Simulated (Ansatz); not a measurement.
Geometry optimisation, RKS B3LYP/def2-SVP in Ansatz.

The input (input.yaml):

```yaml
crystal:
  periodic: [false, false, false]
  atoms:
    - { symbol: Cl, position_ang: [-2.2766, 0.2483, 1.7956] }
    - { symbol: Ge, position_ang: [-0.7016, 0.8392, 0.4641] }
    - { symbol: "N", position_ang: [0.6934, -0.2945, 0.6264] }
    - { symbol: C, position_ang: [0.4558, -0.8286, -0.6889] }
    - { symbol: O, position_ang: [-0.7498, -0.0753, -1.075] }
    - { symbol: H, position_ang: [-0.302, 2.3475, 0.2996] }
    - { symbol: H, position_ang: [1.6127, 0.2935, 0.5457] }
    - { symbol: H, position_ang: [0.1448, -1.8953, -0.6086] }
    - { symbol: H, position_ang: [1.2117, -0.6811, -1.3762] }
basis:
  gaussian: { orbitals: def2-SVP }
hamiltonian:
  xc: b3lyp
relax:
  f_tol: 0.02
  max_steps: 50
```

Launched with:

```bash
$ ansatz run input.yaml --threads 2 --pin off --max-ram 3072MiB --backend cpu --events-out ev --progress --plain --runs-dir out
```

Q: Where does it end, and by what steps?

A: The run converged. After 9 steps the energy has fallen by 0.562 eV; H7 moved furthest, 0.38 Å.

```
step  energy less start (eV)  largest force component (eV/Å)  accepted
   0                  0.0000                           4.572       yes
   1                 -0.4650                           1.159       yes
   2                 -0.5255                           0.428       yes
   3                 -0.5459                           0.319       yes
   4                 -0.5552                           0.212       yes
   5                 -0.5497                           0.268        no
   6                 -0.5614                           0.101       yes
   7                 -0.5617                           0.056       yes
   8                 -0.5617                           0.032       yes
   9                 -0.5618                           0.008       yes
```

```xyz
9
Properties=species:S:1:pos:R:3
Cl -2.273 0.497 1.880
Ge -0.684 0.854 0.451
N 0.771 -0.265 0.586
C 0.443 -0.829 -0.737
O -0.785 -0.159 -1.047
H -0.601 2.380 0.278
H 1.730 0.012 0.775
H 0.274 -1.921 -0.700
H 1.214 -0.615 -1.503
```

Whether the end is a true minimum wasn't checked by a vibrational analysis.

Time of the run: 35 s on 2 threads of Arm Neoverse V2, with other jobs on the host, peak memory 0.28 GiB.
